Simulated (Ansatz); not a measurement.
Ansatz results at the PBE0-D4/def2-TZVP geometry: HOMO energy (B3LYP/def2-TZVPP) -7.95 eV; HOMO–LUMO gap (PBE/def2-TZVPP) 3.59 eV; HOMO energy (PBE/def2-TZVPP) -6.97 eV.

Each molecule was computed in one conformer, which needn't be the lowest.

Q: Which molecule gave them?
A. `C#CC(C)F`
B. `[SiH3][BH][GeH2][Cl]`
C. `[BH2][GeH2][CH2][SiH3]`
D. `B[CH]([SiH3])[GeH3]`

A: C. The others give `B[CH]([SiH3])[GeH3]`: -8.31, 4.98, -7.23; `[SiH3][BH][GeH2][Cl]`: -7.77, 2.67, -6.78; `C#CC(C)F`: -7.90, 6.10, -6.86.

B3LYP here is the variant with VWN-RPA as its local correlation; programs differ in this.
